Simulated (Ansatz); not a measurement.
Noncovalent pair: CHN (SMILES C#N) (first 3 atoms) with C2H6O (SMILES COC); geometry from B3LYP-D3(BJ)/def2-TZVP.
(charge 0, multiplicity 1):
```xyz
12

C     -0.293     0.188    -0.306
N     -0.362     0.310    -1.445
H     -0.227     0.074     0.765
C      0.090    -1.386     3.328
O     -0.104    -0.135     2.695
C     -0.051     0.958     3.594
H     -0.687    -1.571     4.079
H      1.072    -1.433     3.814
H      0.034    -2.153     2.558
H     -0.834     0.877     4.356
H     -0.210     1.865     3.013
H      0.924     1.013     4.090
```

Basis-set superposition error: the interaction energy with monomers in their own basis, and in the dimer's basis (counterpoise).

Programs: Ansatz (a quantum-chemistry and plane-wave program) with Gaussian orbitals. Each number belongs to the level named beside it.

| level | uncorrected (kcal/mol) | counterpoise (kcal/mol) | difference |
|---|---|---|---|
| HF/aug-cc-pVDZ | -5.02 | -4.69 | 0.34 |
| revPBE/def2-TZVPPD | -3.62 | -3.55 | 0.08 |
| r2SCAN/def2-TZVPPD | -5.49 | -5.44 | 0.05 |
| PBE0/def2-TZVPPD | -5.61 | -5.55 | 0.06 |
| BHLYP/def2-TZVPPD | -5.93 | -5.89 | 0.04 |
| CAM-B3LYP/def2-TZVPPD | -6.00 | -5.94 | 0.06 |
| B2PLYP/def2-TZVPPD | -5.67 | -5.47 | 0.20 |
| MP2/aug-cc-pVDZ | -6.67 | -5.44 | 1.23 |
| MP2/aug-cc-pVTZ | -6.78 | -5.92 | 0.86 |
| CCSD(T)/aug-cc-pVDZ | -6.52 | -5.23 | 1.29 |

The error is largest for CCSD(T)/aug-cc-pVDZ (1.29 kcal/mol) and smallest for BHLYP/def2-TZVPPD (0.04 kcal/mol).
